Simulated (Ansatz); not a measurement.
Total energies of ReO3Br (ReBrO3) from Ansatz at PBE-D4/def2-TZVPD, gas phase (1 Eh = 27.2114 eV = 2625.5 kJ/mol). The reference geometry is relaxed at PBE0-D4/def2-SVP.

```xyz
5

Re   -0.0219    0.1290   -0.0302
O     1.0205    1.1127    0.8678
O     0.2552    0.3864   -1.6787
O    -1.6221    0.5384    0.3340
Br    0.3683   -2.1665    0.5071
```

| state | geometry | energy (Eh) |
| --- | --- | --- |
| charge 0 singlet | reference | -2877.86477 |
| charge -1 doublet | reference | -2877.90319 |
| free Re atom (sextet) | – | -78.20508 |
| free O atom (triplet) | – | -75.01069 |
| free Br atom (doublet) | – | -2573.72119 |

In the def2 sets Re takes a core potential; there is no spin–orbit coupling.

(1) Work out the vertical electron affinity, to the doublet.

(2) What is the binding energy per atom against free atoms?

(1) E(charge 0 singlet) − E(charge -1 doublet) = -2877.86477 − (-2877.90319) = 0.03842 Eh = 1.05 eV.

(2) Atoms: 1 × (-78.20508) + 3 × (-75.01069) + 1 × (-2573.72119) = -2876.95834 Eh. Binding: -2876.95834 − (-2877.86477) = 0.90643 Eh = 24.67 eV, or 4.93 eV for each of 5 atoms (no zero-point energy, no counterpoise term).

At PBE-D4/def2-TZVPD the highest occupied level of the charge -1 doublet lies above zero (up to 1.95 eV). By energy differences its removal costs 1.05 eV (vertical, to the charge 0 singlet, at PBE-D4/def2-TZVPD); a positive level beside a positive removal energy at the same level points to self-interaction error. At PBE-D4/def2-TZVPD the gap within one spin of the charge -1 doublet nearly closes, so an electron or hole may be smeared out by delocalisation error.
